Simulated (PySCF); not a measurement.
A run for PySCF: R-B3LYP/6-31G* on BrClH2 (a complex).

```python
from pyscf import gto, scf, dft, mp
from pyscf.data.elements import chemcore

mol = gto.M(
    atom='''
    Cl    0.53481538   -0.46597293   -0.22561594
    H     0.80026747    0.78567606   -0.12357310
    Br    0.17720384   -0.30934115    3.68880181
    H     0.25518568   -0.59205068    2.28870899
    ''',
    basis='6-31g*',
    cart=True,
    charge=0, spin=0, verbose=3, max_memory=1800)
mf = dft.RKS(mol, xc='b3lyp')
mf.conv_tol = 1e-8
mf.max_cycle = 100
mf.kernel()
if not mf.converged:
    mf = mf.newton().run(mf.mo_coeff, mf.mo_occ)
```

### Question
What total energy does the run end on?

### Answer
-3035.2796 hartree.
